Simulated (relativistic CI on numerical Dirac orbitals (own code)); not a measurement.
**Ga²²⁺: sensitivity of the levels to the model**

Base calculation: Dirac-Coulomb-Breit CI, separate exchange-only KLI orbitals for each configuration, QED by a radiative potential, unscaled Slater integrals.

CI space (outside the closed core 1s2): 2s²2p⁵, 2s2p⁶, 2p⁶3s, 2p⁶3p, 2p⁶3d, 2s²2p⁴3s, 2s²2p⁴3p, 2s²2p⁴3d, 2s2p⁵3s, 2s2p⁵3p, 2s2p⁵3d, 2s²2p⁴4s, 2s²2p⁴4p, 2s²2p⁴4d, 2s²2p⁴4f, 2s2p⁵4s. Levels of other configurations are missing.

The lowest level and the first level of each name with at least 55 % of one term (blank where a level has no safe partner in the second run):

| Level | Base (eV) | Shift (eV) |
| --- | --- | --- |
| 2s²2p⁵ ²P°3/2 | 0.00 | 0.00 |
| 2s²2p⁵ ²P°1/2 | 28.29 | -28.29 |
| 2s2p⁶ ²S1/2 | 179.18 | -33.41 |
| 2s²2p⁴3s ⁴P5/2 | 1198.69 | +6.54 |
| 2s²2p⁴3s ²P3/2 | 1203.03 |  |
| 2s²2p⁴3s ⁴P3/2 | 1225.28 |  |
| 2s²2p⁴3s ²P1/2 | 1228.74 | -17.07 |
| 2s²2p⁴3s ²D5/2 | 1237.32 | -14.37 |
| 2s²2p⁴3s ²D3/2 | 1238.35 | -15.40 |
| 2s²2p⁴3p ²P°1/2 | 1245.45 |  |
| 2s²2p⁴3p ²D°5/2 | 1246.04 |  |
| 2s²2p⁴3p ⁴D°7/2 | 1246.58 | -1.42 |
| 2s²2p⁴3p ⁴P°1/2 | 1263.42 |  |
| 2s²2p⁴3s ²S1/2 | 1271.28 | -31.12 |

At this charge energies of transitions that change n are usually good to better than 1 %, and those within a shell (Δn = 0) to a few per cent.

Problem. One thing was changed in a second run, which moved the levels as shown. Which?
A. non-relativistic limit
B. Breit term removed
C. QED terms removed
D. configuration mixing switched off

Solution. A. Non-relativistic limit. Without relativity the fine structure collapses and s electrons lose their extra binding.

LS names give the leading component of a level, which can be under half, so a name can repeat, a term be missing and a line seem to break the LS rules.
